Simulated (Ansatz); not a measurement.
`C[SiH2]S[SiH2]F` + CH₃OH → `CO[SiH2]S[SiH2]F` + CH₄  (ligand exchange at the Si–C bond)

Computed with Ansatz on PBE0-D4/def2-TZVP structures; ΔE is electronic, products minus reactants. CCSD(T)/CBS adds triple-zeta CCSD(T) − MP2 to the extrapolated MP2 energy (def2 sets, frozen cores). This one scheme is used for every species. DFT in def2-TZVPP. One conformer a species, not always the lowest.

```tsv
species	PBE-D4 energy (Eh)
`C[SiH2]S[SiH2]F`	-1118.93718
CH₃OH	-115.63347
`CO[SiH2]S[SiH2]F`	-1194.13851
CH₄	-40.46517
```

Task: Work out ΔE.

Result: ΔE = (-1194.13851) + (-40.46517) − (-1118.93718) − (-115.63347) = -0.03303 Eh = -20.7 kcal/mol. CCSD(T)/CBS gives -23.0 kcal/mol.

Largest T1 diagnostic among the species: 0.012.

In def2-TZVPP, CCSD(T) changes the Hartree–Fock value by +2.1 kcal/mol (the triples alone add +0.1 kcal/mol) and MP2 by +1.6 kcal/mol. The D4 term adds −1.2 kcal/mol with B3LYP and −0.7 kcal/mol with PBE0; it sums over pairs of atoms, weighted by their polarisabilities, and B3LYP, whose exchange is more repulsive, gets the larger term.

B3LYP here is the variant with VWN-RPA as its local correlation; programs differ in this.
